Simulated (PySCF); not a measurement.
C5H6O2, SMILES c1(cc(C)co1)O. Atoms are numbered in the order given.

```xyz
13

C      0.4433    -2.5637     0.0000
C      0.0710    -1.1132     0.0000
C     -1.1854    -0.5791     0.0000
O     -1.1229     0.7974     0.0000
C      0.1784     1.1251     0.0000
O      0.3992     2.4498     0.0000
C      0.9783     0.0123     0.0000
H      1.0447    -2.8209    -0.8878
H     -0.4519    -3.2025     0.0000
H      1.0447    -2.8209     0.8878
H     -2.1842    -1.0033     0.0000
H      1.3563     2.5965     0.0000
H      2.0657    -0.0139     0.0000
```
Charge 0, spin multiplicity 1.

Coordinates come from a TPSSh-D3(BJ)/def2-SVP optimisation. Other conformers were not sampled.

These are PySCF with r2SCAN/def2-TZVP values and carry that method's errors.

Gas-phase values at a fixed geometry.

Computed frontier levels, gap, dipole moment and polarisability:
```yaml
highest_occupied_level: -4.93 eV
lowest_empty_level: 0.07 eV
orbital_gap: 5.00 eV
dipole_moment: 2.10 D
quadrupole, principal values (traceless, Buckingham form, about the centre of nuclear charge): -6.36, -6.14, 12.50 D·Å
mean_static_polarisability: 63.8 bohr³ (9.46 Å³)
polarisability_principal_values: 42.3, 68.2, 81.0 bohr³
```
